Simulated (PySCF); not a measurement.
# C₆ coefficients of unlike pairs at LC-wPBE

Calculated with PySCF 2.14 from the dipole response of each species, C₆(A,B) = (3/π) ∫ α_A(iu) α_B(iu) du, in atomic units, from isotropic polarisabilities. For ions this is the dispersion term alone; charge-induced terms of lower order in 1/R come first.

```tsv
species	configuration	basis	relativity	α (bohr³)	C₆ (like pair)
Bi	[Xe] 4f14 5d10 6s2 6p3 (4S)	def2-TZVPPD with the def2 core potential (60 electrons) (7s5p4d2f)	core potential	49.11	588.6
P⁺	[Ne] 3s2 3p2 (3P)	dyall-av3z (19s12p3d2f)	spin-free X2C	14.07	72.03
Te²⁺	[Kr] 4d10 5s2 5p2 (3P)	x2c-TZVPPall with one added diffuse shell each of s, p, d, f type (9s7p5d3f)	spin-free X2C	14.91	99.90
```

Question: Estimate C₆ for P⁺ with Bi.

Answer: The integral gives 203.4. The combination rule 2 C_A C_B / (C_A α_B/α_A + C_B α_A/α_B) gives 201.9 and the geometric mean 205.9.

No spin-orbit coupling is included, so Bi, close to jj coupling, stand for model states.

The other pairs:

```csv
pair,C₆
"Te²⁺, P⁺",83.80
"Te²⁺, Bi",235.1
```
